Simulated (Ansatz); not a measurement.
Job for Ansatz (a first-principles code): U-B3LYP-D3(BJ)/def2-TZVP on HS2 (SMILES [S]S), 2S+1 = 2.

Ansatz 0.2 input:
```yaml
crystal:
  periodic: [false, false, false]
  atoms:
    - {symbol: S, position_ang: [1.43773690, -0.25783763, 0.01317586]}
    - {symbol: S, position_ang: [-0.31371776, 0.64305988, -0.02864940]}
    - {symbol: H, position_ang: [-1.14889569, -0.34969354, -0.03726620]}
basis:
  gaussian:
    orbitals: def2-TZVP
hamiltonian:
  xc: b3lyp
  dispersion: d3bj
magnetization: {spin_polarized: true, initial_magnetization: 1}
relax: {f_tol: 0.003, max_steps: 120}
```

It printed:

```
Functional definition: B3LYP
[...]
integrals: 0.02 GiB planned
586 factors; their error is unknown
mean field: 0.25 GiB planned
mean field evaluation 1: about -21687.6774 eV, gradient 8.2e0 eV
mean field evaluation 2: about -21687.5554 eV, gradient 1.0e1 eV
mean field evaluation 4: about -21688.1032 eV, gradient 1.0e0 eV
mean field evaluation 8: about -21688.1444 eV, gradient 3.4e-2 eV
mean field evaluation 16: about -21687.4379 eV, gradient 5.1e0 eV
mean field -21688.14445625 eV, -797.0246080150 hartree, gradient 3.1e-5 eV, S^2 0.754685; 1 other end points of the search recorded, 0 dependent functions left out
the calculation of the forces begins
reference -21688.14463421 eV, -797.0246145550 hartree; 17, 16 occupied and 63, 64 virtual orbitals, 586 factors
relax step   1: F+E_penalty+E_count = -21688.24794049 eV  Δ(F+E_penalty+E_count) = +0.000e0 eV  max|allowed force component| = 1.448e0 eV/Å  Δτ_max = 0.0000 Å  (37 SCF iters, accepted)
these checks for a lower state are left out or cut short: starts, cluster_reference, orbital_swaps, neighbouring_geometries, increment
integrals: 0.02 GiB planned
586 factors; their error is unknown
mean field: 0.26 GiB planned
mean field -21688.18233710 eV, -797.0260001105 hartree, gradient 2.3e-5 eV, S^2 0.754679; 0 other end points of the search recorded, 0 dependent functions left out
the calculation of the forces begins
reference -21688.18251613 eV, -797.0260066897 hartree; 17, 16 occupied and 63, 64 virtual orbitals, 586 factors
relax step   2: F+E_penalty+E_count = -21688.28583377 eV  Δ(F+E_penalty+E_count) = -3.789e-2 eV  max|allowed force component| = 4.671e-1 eV/Å  Δτ_max = 0.0245 Å  (33 SCF iters, accepted)
these checks for a lower state are left out or cut short: starts, cluster_reference, orbital_swaps, neighbouring_geometries, increment
integrals: 0.02 GiB planned
586 factors; their error is unknown
mean field: 0.25 GiB planned
mean field evaluation 32: about -21688.1914 eV, gradient 1.5e-4 eV
mean field -21688.19144589 eV, -797.0263348521 hartree, gradient 2.2e-5 eV, S^2 0.754697; 0 other end points of the search recorded, 0 dependent functions left out
the calculation of the forces begins
reference -21688.19162569 eV, -797.0263414598 hartree; 17, 16 occupied and 63, 64 virtual orbitals, 586 factors
relax step   3: F+E_penalty+E_count = -21688.29464684 eV  Δ(F+E_penalty+E_count) = -8.813e-3 eV  max|allowed force component| = 1.307e-1 eV/Å  Δτ_max = 0.0313 Å  (33 SCF iters, accepted)
these checks for a lower state are left out or cut short: starts, cluster_reference, orbital_swaps, neighbouring_geometries, increment
integrals: 0.02 GiB planned
586 factors; their error is unknown
mean field: 0.25 GiB planned
mean field -21688.19207109 eV, -797.0263578279 hartree, gradient 1.7e-5 eV, S^2 0.754699; 0 other end points of the search recorded, 0 dependent functions left out
the calculation of the forces begins
reference -21688.19225095 eV, -797.0263644376 hartree; 17, 16 occupied and 63, 64 virtual orbitals, 586 factors
relax step   4: F+E_penalty+E_count = -21688.29536300 eV  Δ(F+E_penalty+E_count) = -7.162e-4 eV  max|allowed force component| = 6.184e-3 eV/Å  Δτ_max = 0.0075 Å  (34 SCF iters, accepted)
these checks for a lower state are left out or cut short: starts, cluster_reference, orbital_swaps, neighbouring_geometries, increment
integrals: 0.02 GiB planned
586 factors; their error is unknown
mean field: 0.25 GiB planned
mean field -21688.19207137 eV, -797.0263578383 hartree, gradient 2.1e-5 eV, S^2 0.754699; 0 other end points of the search recorded, 0 dependent functions left out
the calculation of the forces begins
reference -21688.19225123 eV, -797.0263644480 hartree; 17, 16 occupied and 63, 64 virtual orbitals, 586 factors
relax step   5: F+E_penalty+E_count = -21688.29536395 eV  Δ(F+E_penalty+E_count) = -9.490e-7 eV  max|allowed force component| = 1.828e-5 eV/Å  Δτ_max = 0.0002 Å  (24 SCF iters, accepted)
integrals: 0.02 GiB planned
586 factors; their error is unknown
mean field: 0.25 GiB planned
mean field evaluation 64: about -21688.1921 eV, gradient 3.5e-5 eV
mean field -21688.19207137 eV, -797.0263578383 hartree, gradient 2.1e-5 eV, S^2 0.754699; 2 other end points of the search recorded, 0 dependent functions left out
the calculation of the forces begins
reference -21688.19225123 eV, -797.0263644480 hartree; 17, 16 occupied and 63, 64 virtual orbitals, 586 factors
Total energy: -21688.29554381 eV, -797.0301603802 hartree
Atom 0 at     1.446393    -0.259635     0.013361 Å, force     0.000018     0.000002     0.000000 eV/Å
Atom 1 at    -0.300006     0.667395    -0.028572 Å, force    -0.000006    -0.000010    -0.000000 eV/Å
Atom 2 at    -1.171263    -0.372232    -0.037529 Å, force    -0.000012     0.000008    -0.000000 eV/Å
Dipole moment:    -0.327502    -0.043880    -0.006130 e Å
```

Self-consistency was reached.

Cost: very roughly 7 core-seconds.
